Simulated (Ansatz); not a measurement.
Reactions of FH2InS2, SMILES `[F][In]([SH])[SH]`.

Computed with Ansatz on PBE0-D4/def2-TZVP structures; ΔE is electronic, products minus reactants. CBS: MP2 limit from def2 TZ/QZ plus the TZ coupled-cluster correction, frozen cores. This one scheme is used for every species, atoms too. Functionals use def2-TZVPP. B3LYP here is the variant with VWN-RPA as its local correlation; programs differ in this. Open shells (•) are unrestricted, without spin–orbit coupling. Spin–orbit coupling would lower the free atoms: a little for F, S; strongly for In. Elements past krypton have def2 core potentials. Bonds to Br, In are less sure, by a few kJ/mol each and by 10 to 20 or more in all where they break to atoms, as the def2 sets lack core-valence functions. Scalar relativity is left out up to krypton. One conformer a species, not always the lowest.

```tsv
reaction	CCSD(T)/CBS(def2) (kcal/mol)
`[F][In]([SH])[SH]` + H₂S → `[SH][In]([SH])[SH]` + H–F	-8.2
`[F][In]([SH])[SH]` + HBr → `[F][In]([SH])[Br]` + H₂S	-9.6
`[F][In]([SH])[SH]` + H₂O → `[OH][In]([SH])[SH]` + H–F	7.1
`[F][In]([SH])[SH]` → F• + 2 H• + In• + 2 S•	?
```

Task: Fill in the missing values. (An estimate is asked.)

Result: Ansatz gave: `[F][In]([SH])[SH]` → F• + 2 H• + In• + 2 S•: +404.9 kcal/mol.

Largest T1 diagnostic: 0.015, for `[OH][In]([SH])[SH]`.
